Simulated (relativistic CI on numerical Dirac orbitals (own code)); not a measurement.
Method of calculation: Dirac-Coulomb-Breit CI, separate exchange-only KLI orbitals for each configuration, QED by a radiative potential, valence Slater integrals scaled by 0.85, P86 correlation energy added to each configuration (own radial code, finite nucleus).

Configuration list (outside the closed core [Kr] 4d10 5s2): 4f5p⁶, 5p⁶5d, 5p⁶6s, 4f5p⁵5d, 5p⁶6p, 5p⁶6d, 4f²5p⁵, 5p⁶7s, 5p⁶7p, 5p⁶5f, 4f5p⁵5f, 5p⁶6f, 5p⁶7d, 4f5p⁵5g, 5p⁶8s, 4f5p⁵6s, 5p⁶5g, 5p⁶8p, 5p⁶9s, 5p⁶9p, 4f5p⁵6p, 4f5p⁵6d, 4f5p⁵7s, 4f5p⁵7p. Double excitations out of closed p, d and f shells are left out; levels of such configurations are missing from the list, as are those of other unlisted configurations, and high levels can miss mixing partners.

For a near-neutral ion this model can misplace configurations by up to about 10,000 cm⁻¹ (more where the count of f electrons changes) and terms by 10 to 25 % of their spread. Rates follow the energies as ν³ (E1, M1) or ν⁵ (E2), so they and the lifetimes can be off by large factors. The fine structure of a lone outer electron comes out too small, for d and f at times inverted, and misplaced configurations move strength between like terms. 11 of the 12 excited levels that our extract of the measured tables holds in this range could be paired (the sources list more); they are missed by 1959 cm⁻¹ on average and 4654 at most, and levels without a partner can miss by more.

Outline of the computed level scheme of Ce IV. Lowest level of each configuration: 4f5p⁶ ²F°5/2 at 0.0000 eV; 5p⁶5d ²D3/2 at 5.6208 eV; 5p⁶6s ²S1/2 at 10.7824 eV; 5p⁶6p ²P°1/2 at 15.1412 eV; 4f²5p⁵ ⁴G°5/2 at 17.2834 eV; 4f5p⁵5d ⁴G5/2 at 19.4979 eV.

Some strong electric-dipole decays among the lowest 45 levels: 5p⁶6p ²P°1/2 → 5p⁶5d ²D3/2 (1.6e+09 s⁻¹); 5p⁶6p ²P°3/2 → 5p⁶5d ²D5/2 (1.4e+09 s⁻¹); 5p⁶6p ²P°3/2 → 5p⁶6s ²S1/2 (4.8e+08 s⁻¹); 5p⁶6p ²P°1/2 → 5p⁶6s ²S1/2 (3.5e+08 s⁻¹); 5p⁶6p ²P°3/2 → 5p⁶5d ²D3/2 (1.6e+08 s⁻¹); 4f5p⁵5d ⁴F5/2 → 4f5p⁶ ²F°5/2 (3.8e+07 s⁻¹); 4f5p⁵5d ⁴G9/2 → 4f5p⁶ ²F°7/2 (2.7e+07 s⁻¹); 4f5p⁵5d ⁴G7/2 → 4f5p⁶ ²F°5/2 (2.7e+07 s⁻¹).

Rates of lines that live on the mixing of spin multiplicities can be off by large factors.

LS names give the leading component of a level, which can be under half, so a name can repeat, a term be missing and a line seem to break the LS rules.
